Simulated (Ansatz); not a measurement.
`BCS[SiH2]C` → `CBS[SiH2]C`  (isomerisation)

Isolated molecules relaxed with PBE0-D4/def2-TZVP in Ansatz; ΔE leaves out vibrations. CCSD(T)/CBS adds triple-zeta CCSD(T) − MP2 to the extrapolated MP2 energy (def2 sets, frozen cores). Functionals use def2-TZVPP. HSE06 is defined as in plane-wave codes. One conformer a species, not always the lowest.

`BCS[SiH2]C`:

```xyz
14

B     2.230   -0.783    1.765
C     1.049   -0.613    0.772
S     1.239    0.747   -0.419
Si   -0.539    0.489   -1.566
C    -2.097    0.795   -0.582
H     3.151   -0.023    1.807
H     2.191   -1.707    2.525
H     0.881   -1.565    0.251
H     0.151   -0.468    1.390
H    -0.570   -0.898   -2.111
H    -0.420    1.458   -2.686
H    -2.184    0.093    0.251
H    -2.106    1.809   -0.179
H    -2.977    0.666   -1.218
```

`CBS[SiH2]C`:

Cartesian coordinates in Å:
```
C 0.177 0.381 2.814
B -0.048 0.403 1.272
S -1.207 -0.720 0.499
Si -0.959 -0.139 -1.562
C 0.719 -0.628 -2.207
H -0.407 -0.367 3.353
H -0.053 1.369 3.229
H 1.240 0.219 3.028
H 0.552 1.179 0.581
H -1.168 1.327 -1.677
H -2.037 -0.842 -2.306
H 1.507 -0.129 -1.640
H 0.820 -0.345 -3.259
H 0.865 -1.707 -2.124
```

```tsv
level	ΔE (kJ/mol)
HSE06-D4	-159.4
BHLYP-D4	-153.3
ωB97X-V	-152.1
BHLYP	-153.5
MP2/def2-TZVPP	-160.4
CCSD(T)/def2-TZVPP	-157.6
HF/CBS(def2)	-144.8
CCSD/CBS(def2)	-153.3
```

Question: What does CCSD(T)/CBS give? (Estimate.)

Answer: Ansatz gave: -155.6 kJ/mol. The listed levels differ from it by -3.8, 2.3, 3.5, 2.1, -4.8, -2.0, 10.8, 2.3 kJ/mol.

Question: What do rigid-rotor, harmonic-oscillator terms from PBE0-D4/def2-TZVP frequencies (298.15 K, 1 bar) make of the CCSD(T)/CBS value? (An estimate is asked.)

Answer: Computed: ΔZPE = +7.6 kJ/mol, ΔH = -148.9 kJ/mol, ΔS = -10 J/(mol·K), ΔG = -145.8 kJ/mol. Modes under 50 cm⁻¹ make the entropy rough.

Largest T1 diagnostic among the species: 0.012.

In def2-TZVPP, CCSD(T) changes the Hartree–Fock value by −11.8 kJ/mol (the triples alone add −2.3 kJ/mol) and MP2 by −14.6 kJ/mol. Leaving LDA and LC-ωPBE aside and taking each functional with its dispersion term where it has one, the values, not all of them listed here, spread over 13.0 kJ/mol, from B97M-V to ωB97X-V. LDA lies −5.3 kJ/mol from PBE without D4. At CCSD(T), def2-SVP lies −13.5 kJ/mol from the extrapolated value and def2-TZVPP −1.9 kJ/mol.

CCSD(T)/CBS has its own doubt, a few kJ/mol and more with outer-core shells, so smaller differences from it don't rank the levels.
